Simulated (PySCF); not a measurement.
Compound: C5H7F2NOSi.
SMILES: `N#CC(F)(F)O[C@H]1CC[SiH2]1`

Level of theory: PySCF 2.14.0, density-fitted response routines, TDDFT B3LYP/def2-SVPD, vertical, gas phase, core orbitals frozen in the response. One conformer (not necessarily the lowest) at the PBE0-D3(BJ)/def2-SVP geometry, without solvent, vibrations or thermal averaging. Torsions of this conformer, `[N:1]#[C:2][C:3]([F:4])([F:5])[O:6][C@H:7]1[CH2:8][CH2:9][SiH2:10]1`: C2–C3–O6–C7 179°, C3–O6–C7–C8 -172°.

Computed states:

```csv
state,E (eV),f
S1,6.57,0.064
S2,6.70,0.0003
S3,6.93,0.0056
S4,7.15,0.025
S5,7.24,0.017
S6,7.35,0.0049
S7,7.45,0.027
S8,7.57,0.0010
S9,7.66,0.012
S10,7.71,0.013
```

Each state is given a Gaussian of 0.5 eV full width at half maximum, with ε(max) = 2.175×10⁸ f / Δν̃ (Δν̃ the width in cm⁻¹). The width is an assumption, not a result. The curve ends short of the highest state used, and states not computed would add to its high-energy end.

**Question.** Give the broadened spectrum and its maxima.

**Answer.** 
| E (eV) | ε (L mol⁻¹ cm⁻¹) |
| --- | --- |
| 5.82 | 7 |
| 5.88 | 17 |
| 5.93 | 36 |
| 5.99 | 81 |
| 6.05 | 170 |
| 6.10 | 294 |
| 6.16 | 530 |
| 6.21 | 814 |
| 6.27 | 1266 |
| 6.32 | 1722 |
| 6.38 | 2317 |
| 6.44 | 2884 |
| 6.49 | 3263 |
| 6.55 | 3533 |
| 6.60 | 3576 |
| 6.66 | 3423 |
| 6.72 | 3115 |
| 6.77 | 2818 |
| 6.83 | 2511 |
| 6.88 | 2355 |
| 6.94 | 2326 |
| 7.00 | 2461 |
| 7.05 | 2667 |
| 7.11 | 2969 |

Maxima: 188 nm (6.59 eV), ε about 3600, made up of S1 (96%) (ε in L mol⁻¹ cm⁻¹; maxima over ε = 5, shares over 10%). At its high-energy end, 7.11 eV, the curve is still rising (ε about 3000, from S4, S5 and S7).

**Question.** On this curve, what absorbance would a 10⁻³ mol/L sample give at 193 nm over a 1 cm path?

**Answer.** 193 nm is 6.424 eV, where ε is about 2700 L mol⁻¹ cm⁻¹, so A = ε c l ≈ 2.7 (Beer–Lambert, with the gas-phase spectrum and the assumed width).

**Question.** Coming from long wavelengths, where does ε first pass 100 L mol⁻¹ cm⁻¹?

**Answer.** At about 206 nm (6.01 eV), 0.56 eV below S1.

**Question.** What would ε be at 6.59 eV, the highest of these maxima, with half the width (0.25 eV)?

**Answer.** About 6820 L mol⁻¹ cm⁻¹ against 3580, a factor of about 1.9; a lone state at its own centre would give exactly 2.

All these states lie below the vertical ionisation energy of 10.20 eV (ΔSCF).
